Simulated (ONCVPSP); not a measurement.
An all-electron radial function and its pseudo partner (C)

Columns: radius, all-electron u(r) and pseudo u(r) of the 2p shell (level -5.29 eV) of carbon in the configuration [He] 2s2 2p2; PBE, scalar-relativistic, ONCV scheme, ONCVPSP 4.0.1.

| r (bohr) | all-electron | pseudo |
| --- | --- | --- |
| 0.135 | 0.0783 | 0.0256 |
| 0.270 | 0.2216 | 0.0984 |
| 0.405 | 0.3637 | 0.2071 |
| 0.540 | 0.4823 | 0.3357 |
| 0.675 | 0.5733 | 0.4666 |
| 0.810 | 0.6391 | 0.5837 |
| 0.945 | 0.6812 | 0.6753 |
| 1.080 | 0.7031 | 0.7353 |
| 1.215 | 0.7088 | 0.7632 |
| 1.350 | 0.7021 | 0.7634 |
| 1.485 | 0.6862 | 0.7427 |
| 1.620 | 0.6638 | 0.7087 |
| 1.755 | 0.6369 | 0.6682 |
| 1.890 | 0.6072 | 0.6263 |
| 2.025 | 0.5758 | 0.5859 |
| 2.160 | 0.5438 | 0.5482 |
| 2.295 | 0.5119 | 0.5133 |
| 2.430 | 0.4804 | 0.4807 |
| 2.565 | 0.4499 | 0.4499 |
| 2.700 | 0.4205 | 0.4205 |
| 2.835 | 0.3924 | 0.3923 |
| 2.970 | 0.3656 | 0.3656 |
| 3.105 | 0.3404 | 0.3404 |
| 3.240 | 0.3166 | 0.3166 |
| 3.375 | 0.2942 | 0.2942 |
| 3.510 | 0.2732 | 0.2732 |

(1) How many radial nodes do the two functions have?

(2) At about which radius was the pseudo-wave matched?

(3) Is the pseudo-wave norm-conserving?

Results:

(1) The all-electron 2p function has n − l − 1 = 0; the pseudo-wave has 0.

(2) 2.70 bohr. The columns agree to 0.0005 from 2.43 bohr on; several derivatives are matched, so the curves merge somewhat inside the radius.

(3) Yes: the ONCV scheme keeps the norm inside the radius equal to the all-electron one, which fixes the energy derivative of the logarithmic derivative at the level.
